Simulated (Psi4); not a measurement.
HN, triplet, geometry from GFN2-xTB; Psi4 1.11 with M06-2X/6-311G**.

Psi4 was given this input:
```
memory 2 GB

molecule mol {
0 3
  N    -0.000000   -0.000000   -0.127957
  H     0.000000    0.000000    0.895702
}

set basis 6-311g**
set reference uks
set guess gwh

energy('m06-2x')
print_variables()
```

Problem. What does Psi4 print? Leave out banner, timings and long lists.

Solution. 
```
   => Loading Basis Set <=

    Name: 6-311G**
    Role: ORBITAL
    Keyword: BASIS

         ---------------------------------------------------------
                                   SCF
               by Justin Turney, Rob Parrish, Andy Simmonett
                          and Daniel G. A. Smith
                              UKS Reference
         ---------------------------------------------------------

  ==> Geometry <==

    Molecular point group: c2v
    Full point group: C_inf_v

    Geometry (in Angstrom), charge = 0, multiplicity = 3:

       Center              X                  Y                   Z               Mass
    ------------   -----------------  -----------------  -----------------  -----------------
         N            0.000000000000     0.000000000000    -0.068728006374    14.003074004430
         H            0.000000000000     0.000000000000     0.954930993626     1.007825032230

  Running in c2v symmetry.

  Rotational constants: A = ************  B =     17.11134  C =     17.11134 [cm^-1]
  Rotational constants: A = ************  B = 512985.11064  C = 512985.11064 [MHz]
  Nuclear repulsion =    3.618627369749106

  Charge       = 0
  Multiplicity = 3
  Electrons    = 8
  Nalpha       = 5
  Nbeta        = 3

  ==> Algorithm <==

  SCF Algorithm Type is DF.
  DIIS enabled.
  MOM disabled.
  Fractional occupation disabled.
  Guess Type is GWH.
  Energy threshold   = 1.00e-06
  Density threshold  = 1.00e-06
  Integral threshold = 1.00e-12

  ==> Primary Basis <==

  Basis Set: 6-311G**
    Blend: 6-311G**
    Number of shells: 12
    Number of basis functions: 24
    Number of Cartesian functions: 25
    Spherical Harmonics?: true
    Max angular momentum: 2

  ==> DFT Potential <==

   => LibXC <=

    Version 7.1.2
    S. Lehtola, C. Steigemann, M. J. T. Oliveira, and M. A. L. Marques,  SoftwareX 7, 1–5 (2018) (10.1016/j.softx.2017.11.002)

   => Composite Functional: M06-2X <=

    Hybrid M06-2X Meta-GGA XC Functional  (10.1007/s00214-007-0310-x)
    Y. Zhao and D. G. Truhlar,  Theor. Chem. Acc., 120, 215, 2008

    Deriv               =              1
    GGA                 =           TRUE
    Meta                =           TRUE

    Exchange Hybrid     =           TRUE
    MP2 Hybrid          =          FALSE

   => Exchange Functionals <=

    1.0000   XC_HYB_MGGA_X_M06_2X

   => Exact (HF) Exchange <=

    0.5400               HF

   => Correlation Functionals <=

    1.0000   XC_MGGA_C_M06_2X

   => LibXC Density Thresholds  <==

    XC_MGGA_C_M06_2X:  1.00E-12
    XC_HYB_MGGA_X_M06_2X:  1.00E-15

   => Molecular Quadrature <=

    Radial Scheme          =       TREUTLER
    Pruning Scheme         =           NONE
    Nuclear Scheme         =       TREUTLER

    Blocking Scheme        =         OCTREE
    BS radius alpha        =              1
    Pruning alpha          =              1
    Radial Points          =             75
    Spherical Points       =            302
    Total Points           =          44027
    Total Blocks           =            392
    Max Points             =            256
    Max Functions          =             24
    Weights Tolerance      =       1.00E-15

   => Loading Basis Set <=

    Name: (6-311G** AUX)
    Role: JKFIT
    Keyword: DF_BASIS_SCF

  ==> Integral Setup <==

  SCF_SUBTYPE=INCORE selected. In-core MEM_DF algorithm will be used.
  Using in-core AOs.

  ==> MemDFJK: Density-Fitted J/K Matrices <==

    J tasked:                   Yes
    K tasked:                   Yes
    wK tasked:                   No
    Algorithm:                 Core
    Schwarz Cutoff:           1E-12
    Mask sparsity (%):       0.0000
    Fitting Condition:        1E-10

   => Auxiliary Basis Set <=

  Basis Set: (6-311G** AUX)
    Blend: CC-PVTZ-JKFIT
    Number of shells: 35
    Number of basis functions: 109
    Number of Cartesian functions: 131
    Spherical Harmonics?: true
    Max angular momentum: 4

[...]

    Occupation by irrep:
             A1    A2    B1    B2
    DOCC [     3,    0,    0,    0 ]
    SOCC [     1,    0,    1,    0 ]
    NA   [     4,    0,    1,    0 ]
    NB   [     3,    0,    0,    0 ]

   @DF-UKS iter   1:   -52.27203617827455   -5.22720e+01   2.27306e-01 ADIIS
    Occupation by irrep:
             A1    A2    B1    B2
    DOCC [     3,    0,    0,    0 ]
    SOCC [     0,    0,    1,    1 ]
    NA   [     3,    0,    1,    1 ]
    NB   [     3,    0,    0,    0 ]

   @DF-UKS iter   2:   -53.21147960723442   -9.39443e-01   1.09474e-01 ADIIS
   @DF-UKS iter   3:   -55.10483025743097   -1.89335e+00   3.00001e-02 ADIIS/DIIS
   @DF-UKS iter   4:   -55.20712449287843   -1.02294e-01   5.62691e-03 ADIIS/DIIS
   @DF-UKS iter   5:   -55.20967247361390   -2.54798e-03   1.05112e-03 ADIIS/DIIS
   @DF-UKS iter   6:   -55.20978886478355   -1.16391e-04   1.06009e-04 ADIIS/DIIS
   @DF-UKS iter   7:   -55.20979092482996   -2.06005e-06   2.81179e-05 DIIS
   @DF-UKS iter   8:   -55.20979118524634   -2.60416e-07   9.27142e-06 DIIS
   @DF-UKS iter   9:   -55.20979121723602   -3.19897e-08   1.45959e-06 DIIS
   @DF-UKS iter  10:   -55.20979121803841   -8.02387e-10   1.88326e-07 DIIS
  Energy and wave function converged.

  ==> Post-Iterations <==

   Electrons on quadrature grid:
      Nalpha   =    4.9999999939 ; deviation = -6.127e-09
      Nbeta    =    3.0000000053 ; deviation = 5.288e-09
      Ntotal   =    7.9999999992 ; deviation = -8.395e-10

   @Spin Contamination Metric:   5.775752451E-03
   @S^2 Expected:                2.000000000E+00
   @S^2 Observed:                2.005775752E+00
   @S   Expected:                1.000000000E+00
   @S   Observed:                1.000000000E+00

    Orbital Energies [Eh]
    ---------------------

    Alpha Occupied:

[...]
    Alpha Virtual:

[...]
      13A1    35.390638

    Beta Occupied:

[...]
    Beta Virtual:

[...]
    Final Occupation by Irrep:
             A1    A2    B1    B2
    DOCC [     3,    0,    0,    0 ]
    SOCC [     0,    0,    1,    1 ]
    NA   [     3,    0,    1,    1 ]
    NB   [     3,    0,    0,    0 ]

  @DF-UKS Final Energy:   -55.20979121803841

   => Energetics <=

    Nuclear Repulsion Energy =              3.6186273697491060
    One-Electron Energy =                 -81.7676241135538788
    Two-Electron Energy =                  26.3706086298445257
    DFT Exchange-Correlation Energy =      -3.4314031040781612
    Empirical Dispersion Energy =           0.0000000000000000
    VV10 Nonlocal Energy =                  0.0000000000000000
    Total Energy =                        -55.2097912180384114

  UHF NO Occupations:
  HONO-2 :    3 A1 1.9979846
  HONO-1 :    1 B2 1.0000000
  HONO-0 :    1 B1 1.0000000
  LUNO+0 :    4 A1 0.0020154
  LUNO+1 :    5 A1 0.0008748
  LUNO+2 :    6 A1 0.0000001
  LUNO+3 :    7 A1 0.0000000

Computation Completed

Properties will be evaluated at   0.000000,   0.000000,   0.000000 [a0]

Properties computed using the SCF density matrix

 Multipole Moments:

 ------------------------------------------------------------------------------------
     Multipole            Electronic (a.u.)      Nuclear  (a.u.)        Total (a.u.)
 ------------------------------------------------------------------------------------

 L = 1.  Multiply by 2.5417464519 to convert [e a0] to [Debye]
 Dipole X            :          0.0000000            0.0000000            0.0000000
 Dipole Y            :          0.0000000            0.0000000            0.0000000
 Dipole Z            :         -0.2462674            0.8954183            0.6491509
 Magnitude           :                                                    0.6491509

 ------------------------------------------------------------------------------------

  Variable Map:
  ----------------------------------------------------------------------------
[...]
  Array Variable Map:
  ----------------------------------------------------------------------------
[...]
[...]
```
